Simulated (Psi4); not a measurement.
Input for Psi4:
```
memory 2 GB

molecule mol {
0 1
  Sb   -0.001272   -0.000203    0.055059
  H    -0.864708   -1.029536   -0.960299
  H    -0.429639    1.287814   -0.941691
  H     2.039468   -0.371765   -1.386579
}

set basis def2-sv(p)
set reference uhf
set stability_analysis follow
set scf_type pk

energy('scf')
print_variables()
```

Task: Predict the nuclear repulsion energy from HF/def2-SV(P) run with Psi4 1.11.

Result: 19.8491 Eh

Task: Estimate the dipole moment that HF/def2-SV(P) returns for this input.

Result: 0.76 D

Task: Predict the total energy from HF/def2-SV(P).

Result: -240.9020 Eh

Task: Estimate the <S^2> that HF/def2-SV(P) returns for this input.

Result: 0.641

Task: Give the number of basis functions at the level HF/def2-SV(P).

Result: 32
